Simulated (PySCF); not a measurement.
**Working out the ionisation energy of Ta²⁺**

Ta²⁺ [Xe] 4f14 5d3 (4F) → Ta³⁺ [Xe] 4f14 5d2 (3F). All numbers are calculated (PySCF 2.14, a scalar-relativistic core potential, in aug-cc-pwCVDZ-PP with ECP60MDF (6s6p5d3f, 70 functions)). Frozen: 5s2 5p6. Energies in hartree (1 hartree = 27.21139 eV):

```
            part  Ta²⁺ (lower)  Ta³⁺ (upper)
             UHF    -56.009906    -55.159523
CCSD correlation     -0.016120     -0.003912
             (T)     -0.000050      0.000000
```

Task: What does Hartree-Fock give?

Result: (-55.159523) − (-56.009906) = 0.850383 hartree = 23.140 eV.

Task: What do CCSD and CCSD(T) give?

Result: The CCSD correlation energies differ by 0.012208 hartree = 0.332 eV and the triples by 0.000050 hartree = 0.001 eV, so CCSD gives 23.472 eV and CCSD(T) 23.473 eV.

Reference: 23.1 ± 1.6 eV (theoretical estimate listed by NIST; NIST Atomic Spectra Database, ionization energies), between the lowest levels; spin-orbit coupling is absent from the calculation.

A double-zeta basis recovers only part of the correlation energy.

What remains against the reference includes basis incompleteness, the frozen core and higher excitations.
